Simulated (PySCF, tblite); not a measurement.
Compound: C7H13ClOSi.
Structure used (GFN2-xTB), in Å, numbered top down from 1:
```xyz
23
C7H13ClOSi angstrom
C     -3.5778    1.0274    0.3374
C     -2.6364    0.1395    0.5927
C     -1.9996   -0.7424   -0.4374
C     -0.5211   -0.4391   -0.5485
C      0.4460   -1.4734   -1.0598
C      0.4783   -1.0604    0.3783
Cl    -0.0737   -2.2228    1.5809
C      1.6311   -0.2468    0.9311
O      2.0931    0.6352   -0.0375
Si     3.3243    1.6891    0.0544
H     -3.9691    1.1674   -0.6577
H     -4.0054    1.6461    1.1081
H     -2.2565    0.0134    1.5980
H     -2.4733   -0.5876   -1.4094
H     -2.1308   -1.7882   -0.1487
H     -0.3065    0.5903   -0.8126
H      1.2651   -1.1527   -1.6853
H      0.0604   -2.4550   -1.2900
H      1.2927    0.3066    1.8183
H      2.4379   -0.9234    1.2452
H      3.0896    2.6813    1.1069
H      3.2438    2.2242   -1.2937
H      4.5831    0.9983    0.3483
```

Jobs on this species (23 atoms, 94 electrons) with PySCF (density fitting) and tblite. Hardware of each: Arm Neoverse N1, one thread (shared host). Other jobs ran on the host; a repeat could differ by tens of per cent or more.

```json
{"level and settings": "GFN2-xTB", "work": "L-BFGS relaxation", "basis functions": "–", "SCF cycles": "–", "wall time": "?"}
{"level and settings": "GFN2-xTB", "work": "Hessian by finite differences", "basis functions": "–", "SCF cycles": "–", "wall time": "2.3 s"}
{"level and settings": "PBE0/pcSseg-1", "work": "shieldings, ring-centre shieldings, charges and field gradients", "basis functions": "249", "SCF cycles": "14", "wall time": "1.9 min"}
```

Question: Fill in the missing figures.

Answer: 
- GFN2-xTB; L-BFGS relaxation: 1.1 s

Question: What do all jobs in the table cost together?

Answer: About 2.0 min; the longest takes about 97 % of that, and about 100 times as long as the shortest.
